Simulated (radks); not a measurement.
Valence configurations of the lutetium ion Lu+ (all share [Xe]). Method: Dirac Kohn-Sham, PBEsol, spin-unpolarised, spherical densities, finite nucleus; open shells fill j = l - 1/2 first; Fermi nuclear charge, rms radius 5.37 fm; computed with a radial shooting solver on a logarithmic mesh with Libxc functionals. Energies are relative to 4f14 6s2; eigenvalues in eV.

valence           E (eV)  e(4f5/2)  e(4f7/2)  e(5d3/2)  e(6p1/2)  e(6p3/2)
4f14 6s2           0.000   -19.351   -17.825         -         -         -
4f14 6s1 6p1       4.107   -20.596   -19.070         -    -7.599         -
4f13 6s2 6p1      15.619   -30.834   -29.229         -    -8.577         -
4f12 5d2 6s2      28.440   -34.844   -33.163   -12.610         -         -
4f12 6s2 6p2      41.705   -43.369   -41.681         -    -9.983         -
4f14 5d1 6s1       1.855   -17.068   -15.544    -8.071         -         -
4f13 5d1 6s2      11.159   -26.808   -25.205   -11.094         -         -
4f12 6p4          54.734   -46.236   -44.548         -   -11.177   -10.109
4f13.5 6s2 6p0.5   6.579   -24.948   -23.382         -    -7.821         -
4f14 5d2           4.167   -15.159   -13.637    -6.866         -         -

NIST lists [Xe] 4f14 6s2 as the ground configuration; this level of theory agrees among the configurations tried. The energies are those of spherical spin-averaged densities, not of single terms.
